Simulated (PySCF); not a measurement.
Fill in the blanks.

Species: C₅H₈Si.
InChI=1S/C5H8Si/c1-2-5-3-6-4-5/h1,5H,3-4,6H2

```csv
property,level,value
point group,PBE0-D3(BJ)/def2-SVP,?
"rotational constants A, B, C",PBE0-D3(BJ)/def2-SVP,?
dipole moment,PBE0/def2-SVPD,0.42 D
HOMO energy,PBE0/def2-SVPD,-7.55 eV
LUMO energy,PBE0/def2-SVPD,?
lowest singlet excitation,TDDFT PBE0/def2-SVPD,"6.17 eV (201 nm, f = 0.000)"
strongest line among the 10 lowest singlet transitions,TDDFT PBE0/def2-SVPD,?
lowest triplet excitation (Tamm–Dancoff),TDA PBE0/def2-SVPD,5.15 eV
static isotropic polarisability,PBE0/def2-SVPD,?
vertical ionisation energy,ΔSCF PBE0/def2-SVPD,?
electronic spatial extent ⟨r²⟩ about the centre of nuclear charge,PBE0/def2-SVPD,?
13C chemical shifts (computed TMS as zero) by class,GIAO PBE0/pcSseg-1,"92.7 (1 C), 75.3 (1 C), 27.1 (1 C), 20.1 (2 C) ppm"
1H chemical shifts (computed TMS as zero) by class,GIAO PBE0/pcSseg-1,"4.63 (1 H), 4.58 (1 H), 3.02 (1 H), 2.15 (1 H), 1.47 (2 H), 1.44 (2 H) ppm"
"isotropic shieldings of nuclei other than C and H, by class",GIAO PBE0/pcSseg-1,387 (1 Si) ppm
```

The electronic properties come from PySCF, for the isolated species, density fitting. One conformer (not necessarily the lowest) at the PBE0-D3(BJ)/def2-SVP geometry, without solvent, vibrations or thermal averaging.

**Question.** The rotational constants A, B, C?

**Answer.** 8.390, 1.684, 1.508 GHz.

**Question.** What is the point group?

**Answer.** Cs.

**Question.** What is the vertical ionisation energy?

**Answer.** 9.49 eV.

**Question.** Give the static isotropic polarisability.

**Answer.** 84.6 au.

**Question.** Give the strongest line among the 10 lowest singlet transitions.

**Answer.** S7 at 7.38 eV (168 nm, f = 0.170).

**Question.** The LUMO energy?

**Answer.** 0.05 eV.

**Question.** Give the electronic spatial extent ⟨r²⟩ about the centre of nuclear charge.

**Answer.** 816 bohr².

The ΔSCF ionisation energy exceeds −ε(HOMO) by 1.94 eV with PBE0. A dipole of 0.42 D is allowed in Cs, and pure rotational transitions are dipole-allowed. No computed singlet falls in the visible range (750 to 380 nm, 1.65 to 3.26 eV); S1 lies 2.91 eV above its blue end. The dipole equals about 1.4 × 10⁻³⁰ C·m (1 D = 3.33564 × 10⁻³⁰ C·m). The principal polarisabilities are 67.5, 71.2 and 115.0 au; their mean is the isotropic value. The 10 singlets span 6.17 to 7.71 eV, and their oscillator strengths add up to 0.39.
